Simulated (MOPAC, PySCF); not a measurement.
C2H6N2O, SMILES `C(/O)(N)=N\C`, neutral singlet in the gas phase. 

Cartesian coordinates (Å):
```xyz
11

C      1.5036    -0.0133    -0.3724
N      0.4907     0.8284     0.2269
C     -0.6921     0.3657     0.2733
N     -1.1637    -0.8294    -0.2013
O     -1.6961     1.1057     0.8048
H      2.4583     0.5130    -0.3687
H      1.2722    -0.2737    -1.4157
H      1.6537    -0.9546     0.1810
H     -0.4855    -1.5616    -0.3276
H     -2.0640    -1.1224     0.1421
H     -1.2771     1.9420     1.0575
```
Charge 0, multiplicity 1.

All levels are single points at this geometry (r2SCAN-D4/def2-TZVP); Pople sets use spherical d functions. Orbital energies aren't observables, and empty levels follow the basis.

SVWN5/6-31G* in PySCF gives HOMO (eV) = -5.14.

Problem. Estimate the HOMO (eV) from each of these levels: PBE-D3(BJ)/def2-TZVP in PySCF; r2SCAN-D4/def2-TZVP in PySCF; B3LYP/6-31G* in PySCF; M06-2X/6-31G* in PySCF; PBE/6-31G* in PySCF; HF/3-21G in PySCF; HF/6-31G* in PySCF; AM1 in MOPAC.

Solution. 
```csv
level,HOMO (eV)
PBE-D3(BJ)/def2-TZVP in PySCF,-5.45
r2SCAN-D4/def2-TZVP in PySCF,-5.68
B3LYP/6-31G* in PySCF,-6.13
M06-2X/6-31G* in PySCF,-7.75
PBE/6-31G* in PySCF,-5.01
HF/3-21G in PySCF,-9.43
HF/6-31G* in PySCF,-9.63
AM1 in MOPAC,-9.57
```
